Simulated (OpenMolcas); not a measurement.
## What dynamic correlation does to the levels of Mn2+

```yaml
Program: OpenMolcas
Basis: ANO-RCC-VTZP [6s5p3d2f1g]
Scalar_Hamiltonian: DKH2, point nucleus
Active_space: 5 electrons in 5 orbitals (3d)
State_averaging: 2S+1 = 6 even, 1 root; 2S+1 = 4 even, 24 roots kept (CI in the orbitals of an earlier block); 2S+1 = 2 even, 75 roots kept (CI in the orbitals of an earlier block)
Spin-orbit_coupling: RASSI with atomic mean-field integrals over the reference wave functions, term energies averaged over their components
```

Methods on the same reference wave functions:
A. CASSCF
B. SS-CASPT2, IPEA 0.25 Eh, imaginary shift 0.1 Eh (closed shells correlated: 3s 3p)
C. MS-CASPT2, IPEA 0.25 Eh, imaginary shift 0.1 Eh (closed shells correlated: 3s 3p)

Energies in cm⁻¹ above 3d⁵ ⁶S_5/2, the measured ground level; measured values from Corliss and Sugar, J. Phys. Chem. Ref. Data 6, 1253 (1977).

```
               Level      A      B      C  Measured
          3d⁵ ⁶S_5/2    0.0    0.0    0.0       0.0
          3d⁵ ⁴G_5/2  32369  28700  28700          
          3d⁵ ⁴G_7/2  32382  28720  28720     26860
         3d⁵ ⁴G_11/2  32386  28730  28730     26824
          3d⁵ ⁴G_9/2  32390  28730  28730          
          3d⁵ ⁴P_5/2  37294  31390  31390     29168
          3d⁵ ⁴P_3/2  37332  31430  31430          
          3d⁵ ⁴P_1/2  37377  31480  31480          
          3d⁵ ⁴D_7/2  40323  34290  34290     32307
          3d⁵ ⁴D_1/2  40366  34340  34340     32369
          3d⁵ ⁴D_3/2  40400  34370  34370          
          3d⁵ ⁴D_5/2  40409  34380  34380     32384
         3d⁵ ²I_11/2  46121  42160  42160     39174
         3d⁵ ²I_13/2  46154  42210  42210     39176
3d⁵ ²D_5/2(1) [74 %]  52041  44440  44440     41238
       3d⁵ ²D_3/2(1)  52436  44750  44750     41570
       3d⁵ ²F_7/2(1)  53433  46060  46060     42606
          3d⁵ ⁴F_9/2  54392  46430  46430     43573
          3d⁵ ⁴F_7/2  54419  46460  46460     43602
          3d⁵ ⁴F_3/2  54516  46570  46570     43675
          3d⁵ ²H_9/2  56752  50160  50160     46516
         3d⁵ ²H_11/2  56883  50380  50380     46671
       3d⁵ ²G_7/2(1)  58662  51140  51140     47842
       3d⁵ ²G_9/2(1)  58773  51340  51340     48005
```

Deviations, from unrounded energies. A percentage is the sum of absolute deviations over the sum of measured energies, with the sign that they share, or ± where signs differ.

```json
{"Against measurement": "mean absolute deviation (cm-1)", "Levels": "18", "A": "9100", "B": "2800", "C": "2800"}
{"Against measurement": "other terms of the ground configuration (%)", "Levels": "18", "A": "+23.3", "B": "+7.2", "C": "+7.2"}
```

B, C lie about equally close to measurement and A furthest from it. The largest miss of C in the table is 3d⁵ ²H_11/2, by +3700 cm-1. The ranking rests on the paired levels alone, and a cruder setting can come out closer through cancelling errors.

Between B and C no level of the table moves by more than 5 cm-1.

The two smallest mean deviations differ by little beside CASPT2's spread within terms, so their order carries little weight.

From A to B the spin-free energies of the other terms of 3d⁵ shown, above ⁶S, scale by factors of 0.84 to 0.91, as is usual when dynamic correlation screens the repulsion within a d or f shell.

The lowest spin-free term lies below A's lowest term by 0.419 hartree in B, 0.419 hartree in C.

CASPT2 does not keep the components of a term degenerate, so their means are used; among the terms shown or strongly mixed into the levels shown the widest spread is 1100 cm-1 (3d⁵ ⁴F, C). Terms from blocks run as CI alone lack orbitals of their own. Without dynamic correlation excited terms often stand tens of per cent too high (terms of higher spin than the ground term too low), and those without a measured partner can miss by more than the paired ones (holds for A). Some levels mix across a computed gap that differs much from the measured one, so their mixing is not that of the real levels (holds for A). Blocks of more than 70 roots (2S+1 = 2 even) ran without multistate coupling (holds for C). The CASPT2 spread within a term exceeds the gap to the next term for 3d⁵ ²F(1) and 3d⁵ ⁴F, so the order of their levels is uncertain, and so are names and mixing where such terms share a J (holds for C). Measured partners are found by configuration, term and J. A level has none where our copy of the source lacks it or the pairing is in doubt (some pairs that miss far off the trend of their configuration count as doubtful), and it then counts in no deviation. Levels of configurations outside the active space are missing. The table leaves out levels that lie high or whose names do not pair safely across all columns.

A share in square brackets marks a mixed level and gives the weight of the term that names it, the lowest over the columns. A number in round brackets counts repeated terms of one configuration in the order of the reference energies.
